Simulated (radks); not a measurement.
The numbers below are computed, except where a source is named.
Isoelectronic series with 8 electrons, all held in the configuration [He] 2s2 2p4, which need not be the ground one along the series. Level of theory: scalar-relativistic Kohn-Sham, PBEsol, spin-polarised, spherical densities, finite nucleus; open shells are filled with parallel spins first; Fermi nuclear charge, rms radius of each element as measured or else 0.836 A^(1/3) + 0.57 fm (a radial shooting solver on a logarithmic mesh with Libxc functionals). Total energies (hartree) and orbital eigenvalues (eV):

ion	E (hartree)	2p down	2p up
O	-74.80534	-7.0991	-10.1801
F+	-98.81100	-25.8403	-29.8312
Ne2+	-126.35170	-51.8252	-56.7115
Mg4+	-192.02888	-124.7823	-131.4387
Al5+	-230.16976	-171.6329	-179.1695
Si6+	-271.85121	-225.3653	-233.7804
P7+	-317.07886	-285.9693	-295.2618
S8+	-365.85915	-353.4406	-363.6101
Cl9+	-418.19920	-427.7788	-438.8250
Ar10+	-474.10688	-508.9862	-520.9089
K11+	-533.59065	-597.0669	-609.8663
Ca12+	-596.65957	-692.0267	-705.7030
